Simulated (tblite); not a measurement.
methane (CH4), singlet, at a GFN2-xTB geometry; GFN1-xTB run with tblite.

Here is a job for tblite.
```
$ tblite run mol.xyz --method gfn1 --charge 0 --spin 0 --guess eeq --json tblite.json --no-restart

# file mol.xyz
5

C      0.00000000     0.00000000     0.00000000
H      0.63659729     0.62709564     0.61038865
H     -0.62802620    -0.60691709     0.63899460
H      0.61285682    -0.64240181    -0.61871302
H     -0.62142791     0.62222325    -0.63067023
```

Output, abridged:

```
xTB calculator
 | screened Coulomb repulsion
 | Coulomb electrostatics
 |  * isotropic Klopman-Ohno-Mataga-Nishimoto electrostatics
 |  * onsite third-order electrostatics
 | DFT-D3(BJ) dispersion correction

halogen bonding energy    0.0000000000000E+00 Eh
repulsion energy          7.0442486781341E-02 Eh
dispersion energy        -4.5473533828364E-04 Eh
number of electrons       8.0000000000000E+00 e
integral cutoff           1.9731147476801E+01 bohr

------------------------------------------------------------
  cycle        total energy    energy error   density error
------------------------------------------------------------
      1     -4.272211930610  -4.3421997E+00   4.8221138E-01
      2     -4.273738555831  -1.5266252E-03   2.9171142E-01
      3     -4.274049257106  -3.1070127E-04   3.2981129E-02
      4     -4.274148196660  -9.8939554E-05   2.5127176E-02
      5     -4.274231556511  -8.3359851E-05   9.9823860E-04
      6     -4.274231703479  -1.4696807E-07   3.0113895E-05
      7     -4.274231703614  -1.3527490E-10   1.8242289E-07
------------------------------------------------------------

electronic energy        -4.3442194550570E+00 Eh
total energy             -4.2742317036140E+00 Eh

Post processing:
 | Mayer-Wiberg bond orders

[Info] JSON dump of results written to 'tblite.json'
```
